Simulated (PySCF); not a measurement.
A small calculation by hand: dipole moment from atomic charges

Si(F)2(Cl)(NH2) (ClF2H2NSi), SMILES N[Si](F)(F)Cl. Atoms are numbered in the order given.

```xyz
7

N      1.3598    -1.3011     0.0000
Si    -0.0447    -0.3390     0.0000
F     -0.9093    -0.6891     1.3230
F     -0.9093    -0.6891    -1.3230
Cl     0.2126     1.7051     0.0000
H      1.9305    -1.3644     0.8456
H      1.9305    -1.3644    -0.8456
```

Coordinates come from a PBE-D3(BJ)/def2-SVP optimisation. The values are those of a single conformer.

Charges (e) from CAM-B3LYP/def2-TZVP in PySCF:

```csv
atom,Mulliken,IAO
N1,-0.594,-0.871
Si2,0.910,1.666
F3,-0.302,-0.527
F4,-0.302,-0.527
Cl5,-0.213,-0.317
H6,0.251,0.288
H7,0.251,0.288
```

The dipole moment of the full density is 2.95 D.

### Question
What dipole moment does each set of point charges give, and which comes closer to that of the density?

### Answer

μ = Σ q r, and 1 e Å = 4.8032 D.
Mulliken: Σ q r = (0.625, -0.168, 0.000) e Å, |μ| = 3.11 D.
IAO: Σ q r = (0.744, -0.032, 0.000) e Å, |μ| = 3.58 D.
Mulliken comes closer in size. Point charges leave out the atoms' own dipoles (lone pairs, polarised bonds); fits to the potential absorb them, partitions of the density don't.
